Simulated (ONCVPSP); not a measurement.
BLYP ONCV dataset for Cs (Z = 55), fully relativistic all-electron reference.

* Element: Cs (Z = 55)
* Generator: ONCVPSP 4.0.1
* Type: optimised norm-conserving Vanderbilt (ONCV)
* Functional: BLYP
* Relativity: fully relativistic
* Frozen core: [Kr] 4d10
* Valence charge: 9
* Reference configuration: 5s2 5p6 6s1
* Partial waves: 5s+6s: rc 3.10 bohr, ncon 3, nbas 7, qcut 3.6 1/bohr, 2 projectors; 5p: rc 3.05 bohr, ncon 4, nbas 9, qcut 3.8 1/bohr, 2 projectors, debl 2.6 Ha; d scattering state at 0.05 Ha: rc 2.08 bohr, ncon 4, nbas 9, qcut 3.8 1/bohr, 1 projector
* Local potential: polynomial inside 2.08 bohr (lpopt 4, dvloc0 0 Ha)
* Core correction: polynomial model core, fcfact 0.3

Open shells are filled in proportion to 2j + 1.

- Cutoffs needed: 4.3 Ha and 5.2 Ha (the cutoffs (Ha) at which the residual kinetic energy of the hardest occupied pseudo-wave falls to 1 and 0.1 mHa per electron)
- Ghost test: no bound ghost flagged; no localised positive-energy state flagged
- Largest excitation error: -14 meV (all-electron minus pseudo) for 5s2 5p5 6s1, out of 4 test configurations
- rms error of d²Exc/dni dnj: 7.32 mHa without and 1.48 mHa with the model core
